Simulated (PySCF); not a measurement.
# A small calculation by hand: entropy of an ideal gas

H₅N₂NbO₂, SMILES [NH2][Nb]([OH])([NH2])=[O], multiplicity 1.

The structure is a stationary point at PBE0-D3(BJ)/def2-SVP. The multiplicity is an assumed one; no other spin state was optimised. The structure was generated by enumeration; whether it is a known compound was not checked. The def2 effective core potentials stand for the cores of Nb; spin–orbit coupling is left out. The values are those of a single conformer.

PySCF 2.14.0 with PBE0-D3(BJ)/def2-SVP gives the harmonic wavenumbers 171, 180, 186, 192, 198, 297, 329, 374, 454, 467, 498, 549, 569, 689, 691, 727, 1042, 1506, 1510, 3579, 3582, 3680, 3680, 3956 cm⁻¹ and the rotational temperatures 0.1541, 0.1500, 0.1336 K. The molar mass is 157.96 g/mol, the symmetry number 1, the spin multiplicity 1.

### Question
Work out the entropy at 298.15 K and 1 atm in the rigid-rotor, harmonic-oscillator model.

### Answer

Translation (Sackur–Tetrode at 1 atm): S = R[1.5 ln M + 2.5 ln T − 1.16487] = 171.9 J/(mol K).
Rotation: q = (√π/σ) T^1.5/√(θA θB θC) = 164000, S = R[ln q + 3/2] = 112.3 J/(mol K).
Vibration: with u = 1.4388 ν/T, each mode gives R[u/(e^u − 1) − ln(1 − e^−u)]:
```tsv
ν (cm⁻¹)	modes	u	S (J/(mol K))
171	1	0.83	10.14
180	1	0.87	9.74
186	1	0.90	9.49
192	1	0.93	9.24
198	1	0.96	9.00
297	1	1.43	6.00
329	1	1.59	5.29
374	1	1.80	4.45
454	1	2.19	3.28
467	1	2.25	3.12
498	1	2.40	2.77
549	1	2.65	2.29
569	1	2.75	2.12
689	1	3.32	1.34
691	1	3.33	1.33
727	1	3.51	1.15
1042	1	5.03	0.33
1506	1	7.27	0.05
1510	1	7.29	0.05
```
The stiffer modes add less than 0.005 each. Sum 81.2 J/(mol K).
Spin: R ln 1 = 0.0 J/(mol K).
Total 365.4 J/(mol K); the program's own thermochemistry gives 365.4. Translation makes up 47 % and vibration 22 %. Anharmonicity, hindered rotation and orbital degeneracy are left out.
